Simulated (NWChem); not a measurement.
# C3H4FNSi; SMILES FC1=C[SiH2]C=N1

```xyz
10

F     -0.2496    -2.3008     0.0000
C     -0.1290    -0.9899     0.0000
C     -1.1641    -0.1292     0.0000
Si    -0.3854     1.5510     0.0000
C      1.3323     0.7089     0.0000
N      1.2151    -0.5680     0.0000
H     -2.1980    -0.4721     0.0000
H     -0.6223     2.3829     1.2172
H     -0.6223     2.3829    -1.2172
H      2.3445     1.1360     0.0000
```
Atoms are numbered in this order, from 1.

All runs: NWChem. The geometry was optimised at PBE0/def2-SVP. Level M06-2X/def2-SVP: energy and gradient on several grids; changes count from the extra-fine grid, which is no exact limit either.

| grid | size of the energy change (μHa) | largest change of a gradient component (μHa/bohr) | time, medium = 1 (rough) |
|---|---|---|---|
| xcoarse | 2000 | 5000 | about 1 |
| coarse | 400 | 700 | about 1 |
| medium | 60 | 400 | about 1 |
| fine | < 10 | 80 | about 1 |
| xfine | < 10 | < 30 | 2 |
